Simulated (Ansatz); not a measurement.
Consider the germylene loss: `[GaH2][GaH][GeH3]` → `[GaH2][GaH2]` + `[GeH2]`.

Gas-phase electronic energies from Ansatz, PBE0-D4/def2-TZVP geometries. CBS: MP2 limit from def2 TZ/QZ plus the TZ coupled-cluster correction, frozen cores. DFT in def2-TZVPP. For Ga, Ge outer-core shells are correlated without core-valence functions, which leaves a few kJ/mol of doubt a bond. Scalar relativity is left out up to krypton.

Problem. Is it downhill or uphill in electronic energy at CCSD(T)/CBS, and by how much? (Best estimate.)

Solution. The calculation gave: Uphill: ΔE = +216.1 kJ/mol.

Problem. What do these levels give: r2SCAN0-D4, BHLYP-D4, BLYP, r2SCAN, PBE0, RPA@PBE/def2-TZVPP? (An estimate is asked.)

Solution. Computed: r2SCAN0-D4 231.2, BHLYP-D4 209.9, BLYP 177.5, r2SCAN 227.6, PBE0 219.2, RPA@PBE/def2-TZVPP 201.4 kJ/mol.

Largest T1 diagnostic among the species: 0.014.

The D4 term adds +11.1 kJ/mol with B3LYP and +6.1 kJ/mol with PBE0; it sums over pairs of atoms, weighted by their polarisabilities, and B3LYP, whose exchange is more repulsive, gets the larger term. In def2-TZVPP, CCSD(T) changes the Hartree–Fock value by +39.6 kJ/mol (the triples alone add +5.6 kJ/mol) and MP2 by +54.6 kJ/mol.

B3LYP here is the variant with VWN-RPA as its local correlation; programs differ in this.
